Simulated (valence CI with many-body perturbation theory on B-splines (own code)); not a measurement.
## Pb⁵⁰⁺: key properties

Computed by valence CI with perturbative core correlation (CI+MBPT): four valence electrons over a frozen Dirac-Fock core [Ar] 3d10, radial functions for each j: 11 s, 11 p, 10 d, 8 f, 5 g, 2 h, with the one-electron correlation potential Σ1 (screened to all orders), the two-electron term Σ2, the three-electron term Σ3, Breit, model QED; selected single and double excitations, second order for the rest, scaled by the run's own slope (own B-spline code, finite nucleus).

No measured spectrum was set against this ion. As an estimate, large intervals hold to a few tenths of a per cent, small ones and those within an open d or f shell to about a per cent. Among the levels kept, up to 400 cm⁻¹ of a level comes from second order outside the variational space, and about a tenth of that is noise between levels of different J, which matters for small intervals.

Levels are named by their leading jj configuration (3d3/2^4 stands for four electrons in 3d with j = 3/2), which in mixed levels can hold well under half, so a name can repeat and another be missing.

Rates and lifetimes use the calculated energies. Strong lines usually hold to 10 to 20 %, long lifetimes can be off by a factor of two.

Problem. What is the ground level?

Solution. (4s^2 4p1/2^2) J=0, composition 69 % 4s2 4p2 3P + 31 % 4s2 4p2 1S.

Problem. How well does LS coupling describe the low levels?

Solution. Among the lowest 20 levels the leading LS term, summed over configurations, holds 59 % on average. For single configurations the figures are 58 % in LS and 97 % in jj coupling. Terms mix most in the J = 2 level at 3761.9 × 10³ cm⁻¹, where the leading one holds 30 %.

Problem. Among levels below 7340.5 × 10³ cm⁻¹, which E1 lines absorb most strongly from the ground level?

Solution. to (4s^2 4p1/2 4d3/2) J=1 at 3.397 nm, f = 1.72; to (4s 4p1/2^2 4p3/2) J=1 at 4.187 nm, f = 0.601; to (4s 4p1/2 4p3/2^2) J=1 at 2.681 nm, f = 0.00208.

Problem. What is the ionisation energy?

Solution. 2967 eV; NIST lists 2965 ± 4 eV (theoretical).

Problem. Name the longest-lived excited levels whose lifetime is computed, and their main decay.

Solution. (4s^2 4p1/2 4p3/2) J=2 at 1344.6 × 10³ cm⁻¹ lives 753 ns, mostly by E2 to (4s^2 4p1/2^2) J=0; (4s^2 4p1/2 4p3/2) J=1 at 1304.5 × 10³ cm⁻¹ lives 37.4 ns, mostly by M1 to (4s^2 4p1/2^2) J=0; (4s^2 4p3/2 4d5/2) J=4 at 4412.2 × 10³ cm⁻¹ lives 33.8 ns, mostly by M1 to (4s^2 4p1/2 4d5/2) J=3.
